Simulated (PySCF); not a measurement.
**`[SiH2](O)O/C=C\Cl`, C$_{2}$H$_{5}$ClO$_{2}$Si**

Molfile (atoms numbered from 1):
```
C2H5ClO2Si
     RDKit          3D

 11 10  0  0  0  0  0  0  0  0999 V2000
   -2.0953   -0.4397    0.7649 O   0  0  0  0  0  0  0  0  0  0  0  0
   -1.6661    0.4467   -0.5117 Si  0  0  0  0  0  4  0  0  0  0  0  0
   -0.1039    0.8406   -0.2033 O   0  0  0  0  0  0  0  0  0  0  0  0
    0.7747    1.5612   -0.9028 C   0  0  0  0  0  0  0  0  0  0  0  0
    2.0412    1.7197   -0.5368 C   0  0  0  0  0  0  0  0  0  0  0  0
    2.6836    1.0009    0.8872 Cl  0  0  0  0  0  0  0  0  0  0  0  0
   -1.4679   -0.6209    1.4613 H   0  0  0  0  0  0  0  0  0  0  0  0
   -2.4822    1.6545   -0.5697 H   0  0  0  0  0  0  0  0  0  0  0  0
   -1.7405   -0.3642   -1.7222 H   0  0  0  0  0  0  0  0  0  0  0  0
    0.4176    2.0344   -1.8102 H   0  0  0  0  0  0  0  0  0  0  0  0
    2.7418    2.3056   -1.1042 H   0  0  0  0  0  0  0  0  0  0  0  0
  1  2  1  0
  2  3  1  0
  3  4  1  0
  4  5  2  0
  5  6  1  0
  1  7  1  0
  2  8  1  0
  2  9  1  0
  4 10  1  0
  5 11  1  0
M  END
```

Computed, not measured: PySCF, GIAO PBE/pcSseg-1 magnetisability, rotational g tensor and spin-rotation constants, non-relativistic, gas phase. Geometry: GFN2-xTB, dihedral held. The dihedral O1–Si2–O3–C4 is held at 180°.

Q: Give the nuclear spin-rotation constants along the inertial axes (H = +C I·J) beside the isotropic shieldings.

A: Rotational constants 5.7930, 1.0118, 0.8705 GHz. A star marks the isotopologue with that one atom substituted, in its own axes.
| atom | isotope | Caa (kHz) | Cbb (kHz) | Ccc (kHz) | mean (kHz) | σ (ppm) |
| --- | --- | --- | --- | --- | --- | --- |
| Cl6 | 35Cl | 1.864 | 0.172 | 0.137 | 0.724 | 781.1 |
| H7 | 1H | -0.493 | -0.021 | -0.117 | -0.210 | 30.0 |
| H8 | 1H | -0.360 | -0.057 | 0.000 | -0.139 | 26.1 |
| H9 | 1H | -0.397 | -0.067 | 0.014 | -0.150 | 26.2 |
| H10 | 1H | -0.451 | 0.082 | -0.100 | -0.156 | 24.9 |
| H11 | 1H | -0.035 | -0.018 | -0.098 | -0.050 | 26.3 |
| O1 | 17O* | -0.131 | -0.094 | -0.094 | -0.106 | 305.1 |
| Si2 | 29Si* | -3.663 | -0.612 | -0.532 | -1.602 | 361.6 |
| O3 | 17O* | -1.381 | -0.158 | -0.077 | -0.539 | 200.5 |
| C4 | 13C* | 1.812 | 0.485 | 0.176 | 0.824 | 42.9 |
| C5 | 13C* | 1.652 | 0.395 | 0.164 | 0.737 | 71.7 |

For the geometry as given, no vibrational averaging.
